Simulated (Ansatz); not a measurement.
Consider the redistribution: `[MgH][Cl]` + `C[S][Zn][SH]` → `[SH][Mg][Cl]` + `C[S][ZnH]`.

Calculated with Ansatz (gas phase, PBE0-D4/def2-TZVP geometries, no zero-point term in ΔE). CCSD(T)/CBS adds triple-zeta CCSD(T) − MP2 to the extrapolated MP2 energy (def2 sets, frozen cores). DFT in def2-TZVPP. For Mg, Zn outer-core shells are correlated without core-valence functions, which leaves a few kJ/mol of doubt a bond. Scalar relativity is left out up to krypton. One conformer a species, not always the lowest.

```tsv
level	ΔE (kJ/mol)
BHLYP-D4	-30.4
CAM-B3LYP-D4	-31.3
RPA@PBE/def2-TZVPP	-33.6
MP2/def2-QZVPP	-31.9
```

(1) What does CCSD(T)/CBS give? (An estimate is asked.)

Largest T1 diagnostic among the species: 0.014.

Answers

(1) The calculation gave: -29.6 kJ/mol. The listed levels differ from it by -0.8, -1.7, -4.0, -2.3 kJ/mol.

Leaving LDA and LC-ωPBE aside and taking each functional with its dispersion term where it has one, the values, not all of them listed here, spread over 11.4 kJ/mol, from r2SCAN-D4 to B97M-V. LDA lies +3.2 kJ/mol from PBE without D4. At CCSD(T), def2-SVP lies −10.8 kJ/mol from the extrapolated value and def2-TZVPP −3.5 kJ/mol.
